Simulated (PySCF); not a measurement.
C₆H₁₂OP₂.
Numbering: `[CH2:1]=[CH:2][CH2:3]/[P:4]=[P:5]/[CH2:6][CH2:7][CH2:8][OH:9]` (hydrogens: H10, H11 on C1; H12 on C2; H13, H14 on C3; H15, H16 on C6; H17, H18 on C7; H19, H20 on C8; H21 on O9)

Method: PBE0-D3(BJ)/def2-SVP geometry optimisation, gas phase (PySCF 2.14.0).

Q: Give the optimised bond lengths and angles.

A: 
```
          bond  length (pm)
         C1=C2        133.4
         C2–C3        148.9
         C3–P4        188.0
         P4=P5        202.8
         P5–C6        186.6
         C6–C7        151.8
         C7–C8        152.2
         C8–O9        140.0
        C1–H10        109.5
        C1–H11        109.3
        C2–H12        109.7
C3–H13, C3–H14        110.4
C6–H15, C6–H16        110.6
C7–H17, C7–H18        110.4
C8–H19, C8–H20        110.7
        O9–H21         96.3
```

Bonds in one row agree within 1 pm and their mean is given. A selection of angles:
```
    angle  degrees
 C1–C2–C3    125.0
 C2–C3–P4    118.2
 C3–P4–P5    101.8
 P4–P5–C6    102.1
 P5–C6–C7    121.2
 C6–C7–C8    112.7
 C7–C8–O9    113.1
H21–O9–C8    108.0
```

Dihedral angles: C1–C2–C3–P4 -112° (anticlinal); C2–C3–P4–P5 9° (synperiplanar); C3–P4–P5–C6 180° (antiperiplanar); P4–P5–C6–C7 0° (synperiplanar); P5–C6–C7–C8 -178° (antiperiplanar); C6–C7–C8–O9 -176° (antiperiplanar); H21–O9–C8–C7 -58° (synclinal). The mirror-image conformer, all signs reversed, is as good.

Of the pairs four or more bonds apart, P4···H17 is among the closest relative to their van der Waals radii: 2.91 Å, 97 % of the sum of Bondi's values. The C–C distances run from 1.334 Å (C1=C2, drawn double) to 1.522 Å (C7–C8, drawn single), a spread of 0.188 Å.

Point group: C1 (no symmetry element, even within 0.4 Å). Stationary, but not proved a minimum. One conformer, not necessarily the lowest.

On one thread, Intel Xeon 6975P-C (x86_64), on a shared host, this took 2.2 min wall and 0.88 GiB of memory at its peak. These figures are those of the optimisation.
